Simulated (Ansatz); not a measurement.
Reaction (isomerisation): `C[O][Ge][NH2]` → `N=[C](O)[GeH3]`

Gas-phase electronic energies from Ansatz, PBE0-D4/def2-TZVP geometries. CBS: MP2 limit from def2 TZ/QZ plus the TZ coupled-cluster correction, frozen cores. For Ge outer-core shells are correlated without core-valence functions, which leaves a few kJ/mol of doubt a bond. Scalar relativity is left out up to krypton. One conformer a species, not always the lowest.

| species | MP2/def2-TZVPP energy (Eh) |
| --- | --- |
| `C[O][Ge][NH2]` | -2246.42357 |
| `N=[C](O)[GeH3]` | -2246.37329 |

Problem. Work out ΔE.

Solution. ΔE = (-2246.37329) − (-2246.42357) = 0.05028 Eh = +31.6 kcal/mol. CCSD(T)/CBS gives +33.6 kcal/mol.

Largest T1 diagnostic among the species: 0.014.
